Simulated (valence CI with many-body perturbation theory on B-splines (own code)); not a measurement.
## Missing levels of Ba³⁵⁺

Computed by relativistic CI+MBPT: three valence electrons over a frozen Dirac-Fock core [Ar], radial functions for each j: 9 s, 9 p, 10 d, 8 f, 5 g, 3 h, 1 i, with the one-electron correlation potential Σ1, the two-electron term Σ2, the three-electron term Σ3, Breit, model QED; selected CI, second order for the rest (own B-spline code, finite nucleus).

The last digits are not significant, and no measured levels were compared; by estimate large intervals hold to a few tenths of a per cent, small ones and those within an open d or f shell to about a per cent. Only levels of the ground parity were solved; by the run's estimate the other parity begins above the list, which can be wrong where configurations are misplaced.

| Level | E (cm⁻¹) |
| --- | --- |
| (3d3/2^3) J=3/2 | 0 |
| (3d3/2^2 3d5/2) J=5/2 [a] | 111390 |
| (3d3/2^2 3d5/2) J=3/2 | ? |
| (3d3/2^2 3d5/2) J=7/2 | ? |
| (3d3/2^2 3d5/2) J=9/2 | ? |
| (3d3/2^2 3d5/2) J=1/2 | 180330 |
| (3d3/2^2 3d5/2) J=5/2 [b] | 273620 |
| (3d3/2 3d5/2^2) J=7/2 [a] | ? |
| (3d3/2 3d5/2^2) J=9/2 | 297030 |
| (3d3/2 3d5/2^2) J=3/2 [a] | 326620 |
| (3d3/2 3d5/2^2) J=1/2 | 341230 |
| (3d3/2 3d5/2^2) J=11/2 | 354380 |
| (3d3/2 3d5/2^2) J=5/2 [a] | 373190 |
| (3d3/2 3d5/2^2) J=5/2 [b] | 392740 |
| (3d3/2 3d5/2^2) J=7/2 [b] | 410170 |
| (3d5/2^3) J=9/2 | ? |
| (3d5/2^3) J=3/2 | 471010 |
| (3d3/2 3d5/2^2) J=3/2 [b] | ? |
| (3d5/2^3) J=5/2 | 604680 |

Levels are named by their leading jj configuration (3d3/2^4 stands for four electrons in 3d with j = 3/2), which in mixed levels can hold well under half, so a name can repeat and another be missing. Letters in brackets count levels of one name in rising energy.

(1) The levels stand in rising order. What does the calculation give for the missing energies?

## Answers

(1) (3d3/2^2 3d5/2) J=3/2 155390; (3d3/2^2 3d5/2) J=7/2 159210; (3d3/2^2 3d5/2) J=9/2 171250; (3d3/2 3d5/2^2) J=7/2 [a] 280160; (3d5/2^3) J=9/2 457930; (3d3/2 3d5/2^2) J=3/2 [b] 568860.
